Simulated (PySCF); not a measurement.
Compound: C6H12BNO.
SMILES with atom numbers: `[BH3-:1][O+:2]1[CH2:3][C@@H:4]([CH3:5])[CH2:6][C@H:7]1[C:8]#[N:9]`

Geometry (PBE0-D3(BJ)/def2-SVP, Å), atoms numbered from 1 in this order:
```xyz
21
C6H12BNO angstrom
B     -2.533    1.253    0.522
O     -1.089    0.481    0.582
C     -0.040    0.994   -0.268
C      0.932   -0.163   -0.410
C      1.931   -0.254    0.738
C     -0.043   -1.346   -0.472
C     -1.145   -0.955    0.517
C     -0.959   -1.504    1.864
N     -0.804   -1.979    2.906
H     -2.236    2.422    0.686
H     -3.162    0.743    1.433
H     -2.947    0.980   -0.601
H     -0.500    1.287   -1.225
H      0.366    1.883    0.231
H      1.473   -0.073   -1.364
H      2.567   -1.145    0.633
H      2.587    0.629    0.753
H      1.430   -0.314    1.716
H     -0.485   -1.427   -1.475
H      0.420   -2.309   -0.220
H     -2.151   -1.230    0.166
```

NICS is the negative of the GIAO shielding at a point without a nucleus: at the ring centre (0) and 1 Å above and below it (1); zz is the component along the ring normal. Level: GIAO PBE/pcSseg-1 (PySCF, non-relativistic, gas phase) on the PBE0-D3(BJ)/def2-SVP geometry, one conformer.

Ring bond lengths (Å): O2–C3 1.445, C3–C4 1.518, C4–C6 1.534, C6–C7 1.532, C7–O2 1.438.

**Question.** What do the NICS probes read (ppm)?

**Answer.** 
| ring | type | NICS(0) | NICS(1), two faces | NICS(1)zz, two faces | rms pucker (Å) | centre to ring atoms, mean (Å) |
| --- | --- | --- | --- | --- | --- | --- |
| O2–C3–C4–C6–C7 | 5-membered ring with O; formal bonds all single | -9.2 | -3.7 / -4.1 | -6.5 / -5.8 | 0.17 | 1.25 |

**Question.** What can be read from them?

**Answer.** 
- O2–C3–C4–C6–C7: mean NICS(1)zz -6.1 ppm, shielded. C3, C4, C6, C7 have four or more neighbours, so the value isn't read as a sign of a π ring current. NICS(0) lies 5 ppm below the mean NICS(1).

**Question.** How shielded are the nuclei of the rings and their hydrogens (means over atoms taken as equivalent)?

**Answer.** 
| atoms | environment | σ isotropic (ppm) | principal values of the symmetric part, first atom (ppm) |
| --- | --- | --- | --- |
| O2 | oxygen bonded to B and 2 C | 248.9 | 125.6, 287.3, 333.9 |
| C3 | sp3 carbon bound to oxygen | 91.2 | 44.9, 85.1, 143.6 |
| C4 | sp3 CH carbon | 139.9 | 119.5, 148.7, 151.6 |
| C6 | ring CH2 carbon | 138.0 | 108.6, 146.0, 159.5 |
| C7 | sp3 carbon bound to oxygen | 103.0 | 56.9, 92.9, 159.3 |
| H13 | methylene hydrogen | 27.38 | 22.8, 27.1, 32.2 |
| H14 | methylene hydrogen | 27.18 | 23.3, 26.6, 31.6 |
| H15 | methine hydrogen | 28.88 | 24.1, 27.2, 35.4 |
| H19 | methylene hydrogen | 28.80 | 24.4, 27.1, 34.9 |
| H20 | methylene hydrogen | 29.32 | 26.2, 27.1, 34.7 |
| H21 | methine hydrogen | 26.76 | 24.3, 25.7, 30.2 |

**Question.** How do the values depend on the level or the medium?

**Answer.** 
| level | NICS(0), O2–C3–C4–C6–C7 | mean NICS(1)zz, O2–C3–C4–C6–C7 |
| --- | --- | --- |
| PBE/pcSseg-1, gas | -9.2 | -6.1 |
| PBE0/pcSseg-1, gas | -9.4 | -6.3 |

The geometry is the same throughout.
